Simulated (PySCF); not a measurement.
## C₆ coefficients of unlike pairs at PBE0

Calculated with PySCF 2.14 from the dipole response of each species, C₆(A,B) = (3/π) ∫ α_A(iu) α_B(iu) du, in atomic units, from isotropic polarisabilities. For ions this is the dispersion term alone; charge-induced terms of lower order in 1/R come first.

| species | configuration | basis | relativity | α (bohr³) | C₆ (like pair) |
| --- | --- | --- | --- | --- | --- |
| N(3+) | [He] 2s2 (1S) | aug-cc-pVQZ-DK (6s5p4d3f2g) | spin-free X2C | 2.121 | 2.106 |
| Ca+ | [Ar] 4s1 (2S) | aug-cc-pwCVQZ-X2C (11s10p8d6f3g) | spin-free X2C | 84.53 | 631.4 |
| W(3+) | [Xe] 4f14 5d3 (4F) | aug-cc-pwCVTZ-PP with ECP60MDF (8s8p7d4f3g) | core potential | 7.397 | 36.39 |
| Cr | [Ar] 3d5 4s1 (7S) | def2-QZVPPD (11s6p5d3f2g) | none | 75.19 | 590.7 |

Q: Estimate C₆ for W(3+) with N(3+).

A: The integral gives 8.571. The combination rule 2 C_A C_B / (C_A α_B/α_A + C_B α_A/α_B) gives 8.620 and the geometric mean 8.754.

No spin-orbit coupling is included.

The other pairs:

```csv
pair,C₆
"Cr, W(3+)",109.6
"W(3+), Ca+",105.9
"Cr, Ca+",608.4
"Ca+, N(3+)",28.43
"Cr, N(3+)",29.09
```
